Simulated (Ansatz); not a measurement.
Clusters of 4 atoms, halide: gap (eV) at several levels, gas phase, relaxed structures; Ansatz. Clusters are the lowest isomers that short searches found in that spin, judged at the geometry's level. Core potentials for Au, Cs, Rb, Y in the def2 sets, no spin–orbit coupling. HOMO and LUMO are taken over both spins. Singlets are spin-restricted. The structures are stationary points that may keep the symmetry of their start. Remarks come from the PBE and PBE0 runs and from stability tests at other levels; not every state was tested. HOMO above LUMO (over both spins in singlets and doublets, within one spin in higher multiplets; at PBE or PBE0), or a gap under 0.15 eV within one spin, warns that the state may not be the lowest or that an electron is smeared out.

```
species    state             geometry  PBE-D4/def2-SVP  PBE-D4/def2-TZVP  r2SCAN-D4/def2-TZVP  PBE0-D4/def2-SVP  PBE0-D4/def2-TZVP                        remarks
Be2Br2⁺  doublet     PBE-D4/def2-TZVP             2.16              2.23                 2.93              4.00               4.08                              –
 Mg2F2⁺  doublet  r2SCAN-D4/def2-TZVP             0.63              0.65                 0.64              1.47               1.50                              –
  TiCl3  doublet      PBE-D4/def2-SVP             1.12              1.11                 1.87              4.48               4.44                              –
Au2Cl2⁺  doublet     PBE0-D4/def2-SVP             0.12              0.16                 0.44              2.23               2.27  gap within one spin near zero
    YF3  singlet     PBE-D4/def2-TZVP             5.24              5.39                 6.34              7.95               8.08                              –
  Rb2F2  singlet    PBE0-D4/def2-TZVP             3.39              3.91                 4.81              5.61               6.21                              –
```

(1) Estimate the rows for Cs2Cl2⁺ (doublet, r2SCAN-D4/def2-TZVP geometry); Li2F2⁺ (doublet, PBE0-D4/def2-TZVP geometry); Li2H2⁺ (doublet, PBE-D4/def2-TZVP geometry).

(1) 
| species | state | geometry | PBE-D4/def2-SVP | PBE-D4/def2-TZVP | r2SCAN-D4/def2-TZVP | PBE0-D4/def2-SVP | PBE0-D4/def2-TZVP |
| --- | --- | --- | --- | --- | --- | --- | --- |
| Cs2Cl2⁺ | doublet | r2SCAN-D4/def2-TZVP | 1.03 | 1.05 | 1.61 | 3.39 | 3.43 |
| Li2F2⁺ | doublet | PBE0-D4/def2-TZVP | 1.72 | 1.81 | 2.69 | 5.47 | 5.52 |
| Li2H2⁺ | doublet | PBE-D4/def2-TZVP | 1.59 | 1.58 | 2.39 | 3.65 | 3.63 |
